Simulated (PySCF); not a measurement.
C4H8OSi, SMILES [SiH2]1/C(OC1)=C\C. Geometry: PBE-D3(BJ)/def2-SVP. The structure was generated by enumeration; whether it is a known compound was not checked.

Q: Give the equilibrium geometry at PBE-D3(BJ)/def2-SVP (PySCF confirms it by a frequency run) as bond lengths and angles, and its point group. (An estimate is asked for; the answer gives what the named calculation found.)

A: point group Cs.
Atoms: C1 C2 C3 O4 C5 Si6 H7 H8 H9 H10 H11 H12 H13 H14. Bond lengths (Å): C1–C2 1.498, C1–H7 1.110, C1–H8 1.112, C1–H9 1.112, C2–C3 1.348, C2–H10 1.105, C3–O4 1.397, C3–Si6 1.891, O4–C5 1.458, C5–Si6 1.927, C5–H11 1.111, C5–H12 1.111, Si6–H13 1.505, Si6–H14 1.505. Angles (°): C2–C1–H7 111.6, C2–C1–H8 111.8, C2–C1–H9 111.8, H7–C1–H8 107.5, H7–C1–H9 107.5, H8–C1–H9 106.3, C1–C2–C3 123.6, C1–C2–H10 118.6, C3–C2–H10 117.9, C2–C3–O4 124.3, C2–C3–Si6 141.5, O4–C3–Si6 94.2, C3–O4–C5 103.3, O4–C5–Si6 90.7, O4–C5–H11 110.6, O4–C5–H12 110.6, Si6–C5–H11 117.4, Si6–C5–H12 117.4, H11–C5–H12 108.7, C3–Si6–C5 71.8, C3–Si6–H13 118.7, C3–Si6–H14 118.7, C5–Si6–H13 117.6, C5–Si6–H14 117.6, H13–Si6–H14 108.8.
